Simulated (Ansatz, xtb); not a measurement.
Gas-phase reaction in SMILES: C1CCCCCC1 [cycloheptane] + 7 C (CH4) → 7 CC (C2H6) [ethane]
Structures are relaxed separately at B3LYP-D3(BJ)/def2-TZVP in Ansatz (a quantum-chemistry and plane-wave program), one conformer each, not searched for the lowest.

Property: bond separation energy (electronic energy difference), in kJ/mol. Cores are frozen in the correlated levels unless marked. No spin-orbit coupling. Non-relativistic. CBS(X,Y): correlation extrapolated as X^-3; Hartree-Fock from the larger set. The bracket is a focal-point correction in the basis named.

```
level                                                     program  bond separation energy (kJ/mol)  minus last row
-------------------------------------------------  --------------  -------------------------------  --------------
GFN1-xTB                                                      xtb                             26.5            -3.4
HF/STO-3G                                                  Ansatz                            -14.0           -43.9
HF/6-31G                                                   Ansatz                             -5.6           -35.5
PBE-D4/def2-TZVPD                                  Ansatz + dftd4                             21.9            -8.0
revPBE-D3(BJ)/def2-TZVPD                           Ansatz + dftd3                             23.7            -6.2
B3LYP-D3(BJ)/def2-TZVPD                            Ansatz + dftd3                             19.1           -10.8
BHLYP-D3(BJ)/def2-TZVPD                            Ansatz + dftd3                             15.0           -14.9
MP2/6-31G                                                  Ansatz                             29.3            -0.6
MP2/cc-pwCVTZ                                              Ansatz                             36.3             6.4
SCS-MP2/STO-3G                                             Ansatz                              0.3           -29.6
SCS-MP2/cc-pVDZ                                            Ansatz                             19.2           -10.7
CCSD/6-31G                                                 Ansatz                             21.0            -8.9
CCSD/cc-pwCVTZ                                             Ansatz                             20.7            -9.2
CCSD(T)/6-31G                                              Ansatz                             25.9            -4.0
RI-MP2/CBS(cc-pVTZ,cc-pVQZ)+[CCSD(T)-MP2]/cc-pVTZ          Ansatz                             29.9             0.0
```
